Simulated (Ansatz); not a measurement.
Gas-phase reaction R1 → P1 + P2, each structure at its B3LYP-D3(BJ)/def2-TZVP stationary point, reached from a drawn start (curvature not checked).
R1, H3Zr (SMILES [ZrH3]) (charge 0, multiplicity 2):
| atom | x (Å) | y (Å) | z (Å) |
|---|---|---|---|
| Zr | -0.0013 | -0.0009 | -0.2376 |
| H | 1.8348 | -0.0096 | 0.0701 |
| H | -0.9083 | 1.5942 | 0.0774 |
| H | -0.9252 | -1.5837 | 0.0902 |
P1, H2Zr (SMILES [ZrH2]) (charge 0, multiplicity 1):
```xyz
3

Zr     0.004     0.005    -0.617
H      1.569    -0.006     0.318
H     -1.573     0.001     0.299
```
P2: H atom, charge 0, multiplicity 2.

P less R. No zero-point or thermal terms; singlets are restricted closed shells; open shells are unrestricted; no spin–orbit coupling. The spin states of the d-block species are the ones drawn and need not be the lowest.

Correlated levels freeze the cores.

Programs: Ansatz (Gaussian basis) for Hartree–Fock, density functionals and correlated methods. Each number belongs to the level named beside it. Elements past Kr take the def2 small-core potentials, without spin–orbit coupling.

```json
[
 {"level": "HF/def2-SVP", "reaction energy (eV)": "3.565"},
 {"level": "PBE/def2-TZVPP", "reaction energy (eV)": "3.731"},
 {"level": "BLYP/def2-TZVPP", "reaction energy (eV)": "3.699"},
 {"level": "B97M-V/def2-TZVPP", "reaction energy (eV)": "4.027"},
 {"level": "B2PLYP/def2-TZVPP", "reaction energy (eV)": "3.732"},
 {"level": "SCS-MP2/def2-SVP", "reaction energy (eV)": "3.648"},
 {"level": "CCSD/def2-SVP", "reaction energy (eV)": "(withheld)"},
 {"level": "CCSD/def2-TZVPP", "reaction energy (eV)": "(withheld)"},
 {"level": "CCSD(T)/def2-TZVPP", "reaction energy (eV)": "(withheld)"}
]
```

### Question
Complete the blanks.

### Answer

- CCSD/def2-SVP, reaction energy (eV): 3.466
- CCSD/def2-TZVPP, reaction energy (eV): 3.583
- CCSD(T)/def2-TZVPP, reaction energy (eV): 3.499

Ansatz is an electronic-structure program.
